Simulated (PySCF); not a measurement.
F₃Ga, SMILES [F][Ga+]([F])[F] (connectivity only; charge and spin as stated), charge +1, multiplicity 2. Atoms are numbered in the order given.

```xyz
4

Ga     0.0000     0.0000     0.1994
F      0.0000     0.0000     1.8830
F      0.0000     1.0410    -1.2848
F      0.0000    -1.0410    -1.2848
```
Charge +1, spin multiplicity 2.

The structure is a stationary point at r2SCAN-D4/def2-SVP.

Method: B3LYP/def2-TZVPD (PySCF).

Mulliken values depend strongly on the basis, most of all with diffuse functions as here. ESP charges are fitted to the potential on shells at 1.4 to 2.0 van der Waals radii. Atomic charges (e):

```csv
atom,meta-Löwdin,ESP fit,Mulliken,Mulliken spin
Ga1,1.62,1.39,1.13,-0.03
F2,-0.35,-0.25,-0.11,0.00
F3,-0.13,-0.07,-0.01,0.52
F4,-0.13,-0.07,-0.01,0.52
```
